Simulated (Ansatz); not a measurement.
Gas-phase reaction in SMILES: C[Si](C)(C)C [tetramethylsilane] + 3 [SiH4] (SiH4) → 4 C[SiH3] [methylsilane]
Structures are relaxed separately at B3LYP-D3(BJ)/def2-TZVP in Ansatz (a first-principles code).

Wanted: bond separation energy (electronic energy difference), in kcal/mol. Cores are frozen in the correlated levels unless marked. No spin-orbit coupling. Non-relativistic. Basis-set limits of correlation are two-point, X^-3; Hartree-Fock from the larger set. [CCSD(T)-MP2]/basis is that difference in the basis named.

| level | program | bond separation energy (kcal/mol) |
|---|---|---|
| B3LYP-D3(BJ)/def2-TZVPD | Ansatz + dftd3 | 2.2 |
| B2PLYP-D3(BJ)/def2-TZVPD | Ansatz + dftd3 | 2.2 |
| MP2/6-31G* | Ansatz | 2.2 |
| SCS-MP2/cc-pV(T+d)Z | Ansatz | 1.7 |
| CCSD/cc-pV(D+d)Z | Ansatz | 2.4 |
| CCSD/cc-pV(T+d)Z | Ansatz | 1.9 |
| RI-MP2/CBS(cc-pV(T+d)Z,cc-pV(Q+d)Z)+[CCSD(T)-MP2]/cc-pV(T+d)Z | Ansatz | 2.2 |
